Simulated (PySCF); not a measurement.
Converging MgPb in the basis (PBE0)

PySCF, UKS reference; triplet, unpaired electrons π ↑↑; De to Mg + Pb without counterpoise correction.

```json
{"basis": "cc-pVDZ/cc-pVDZ-PP", "relativity": "scalar-relativistic core potentials", "functions": "41", "Re (Å)": "2.823", "ωe (cm⁻¹)": "204", "De (eV)": "0.84", "μ (D)": "-2.60"}
{"basis": "def2-SVP", "relativity": "scalar-relativistic core potentials", "functions": "44", "Re (Å)": "2.833", "ωe (cm⁻¹)": "202", "De (eV)": "0.85", "μ (D)": "-2.55"}
{"basis": "def2-SVPD", "relativity": "scalar-relativistic core potentials", "functions": "53", "Re (Å)": "2.830", "ωe (cm⁻¹)": "203", "De (eV)": "0.86", "μ (D)": "-2.56"}
{"basis": "aug-cc-pVDZ/aug-cc-pVDZ-PP", "relativity": "scalar-relativistic core potentials", "functions": "59", "Re (Å)": "2.824", "ωe (cm⁻¹)": "203", "De (eV)": "0.85", "μ (D)": "-2.56"}
```

Task: How does each smaller set differ from the one with most functions, aug-cc-pVDZ/aug-cc-pVDZ-PP?

Result: cc-pVDZ/cc-pVDZ-PP: -0.1 pm, +0.5 % in ωe, -0.01 eV in De; def2-SVP: +0.9 pm, -0.5 % in ωe, +0.00 eV in De; def2-SVPD: +0.6 pm, +0.0 % in ωe, +0.01 eV in De. All at PBE0; the set with most functions is neither the basis-set limit nor always the best.

A positive dipole means Mg(−)Pb(+). These are scalar-relativistic numbers at best; spin–orbit coupling would shift them, the dissociation energy most. The state was picked by a PBE0 search and need not be the measured ground state.
